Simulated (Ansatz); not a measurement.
Gas-phase electronic energies from Ansatz, PBE0-D4/def2-TZVP geometries. CCSD(T)/CBS is the MP2 limit (def2-TZVPP, def2-QZVPP) plus CCSD(T) − MP2 in def2-TZVPP, frozen cores. This one scheme is used for every species. DFT in def2-TZVPP. HSE06 is defined as in plane-wave codes. def2 core potentials past Kr. For Te outer-core shells are correlated without core-valence functions, which leaves a few kJ/mol of doubt a bond. Each species was taken in one conformer, which may not be the lowest.

Consider the formal exchange of groups at a B–Te bond: `O=CB[TeH]` + CH₄ → `CBC=O` + H₂Te.

```json
{"level": "PBE-D4", "ΔE (kcal/mol)": "19.7", "difference from CCSD(T)/CBS": "0.2"}
{"level": "BLYP-D4", "ΔE (kcal/mol)": "18.8", "difference from CCSD(T)/CBS": "-0.7"}
{"level": "B97M-V", "ΔE (kcal/mol)": "17.6", "difference from CCSD(T)/CBS": "-1.9"}
{"level": "CAM-B3LYP-D4", "ΔE (kcal/mol)": "16.1", "difference from CCSD(T)/CBS": "-3.4"}
{"level": "PBE", "ΔE (kcal/mol)": "19.1", "difference from CCSD(T)/CBS": "-0.4"}
{"level": "revPBE", "ΔE (kcal/mol)": "19.0", "difference from CCSD(T)/CBS": "-0.5"}
{"level": "BLYP", "ΔE (kcal/mol)": "17.7", "difference from CCSD(T)/CBS": "-1.8"}
{"level": "PBE0", "ΔE (kcal/mol)": "18.1", "difference from CCSD(T)/CBS": "-1.4"}
{"level": "r2SCANh", "ΔE (kcal/mol)": "18.6", "difference from CCSD(T)/CBS": "-0.9"}
{"level": "HSE06", "ΔE (kcal/mol)": "18.2", "difference from CCSD(T)/CBS": "-1.3"}
{"level": "HF/def2-SVP", "ΔE (kcal/mol)": "13.5", "difference from CCSD(T)/CBS": "-6.0"}
{"level": "MP2/def2-SVP", "ΔE (kcal/mol)": "18.5", "difference from CCSD(T)/CBS": "-1.0"}
{"level": "MP2/def2-TZVPP", "ΔE (kcal/mol)": "20.6", "difference from CCSD(T)/CBS": "1.1"}
{"level": "CCSD/def2-TZVPP", "ΔE (kcal/mol)": "17.6", "difference from CCSD(T)/CBS": "-1.9"}
{"level": "MP2/def2-QZVPP", "ΔE (kcal/mol)": "20.9", "difference from CCSD(T)/CBS": "1.4"}
{"level": "CCSD/CBS(def2)", "ΔE (kcal/mol)": "18.1", "difference from CCSD(T)/CBS": "-1.4"}
{"level": "CCSD(T)/CBS", "ΔE (kcal/mol)": "19.5", "difference from CCSD(T)/CBS": "0"}
```

(1) What do rigid-rotor, harmonic-oscillator terms from PBE0-D4/def2-TZVP frequencies (298.15 K, 1 bar) make of the CCSD(T)/CBS value? (An estimate is asked.)

Largest T1 diagnostic among the species: 0.017.

## Answers

(1) Computed: ΔZPE = -2.6 kcal/mol, ΔH = +17.0 kcal/mol, ΔS = 22 J/(mol·K), ΔG = +15.4 kcal/mol. Modes under 50 cm⁻¹ make the entropy rough.

From BLYP to BHLYP (50 % exact exchange), in def2-TZVPP and without D4, ΔE moves by −1.8 kcal/mol. At CCSD(T), def2-SVP lies −1.6 kcal/mol from the extrapolated value and def2-TZVPP −0.6 kcal/mol.
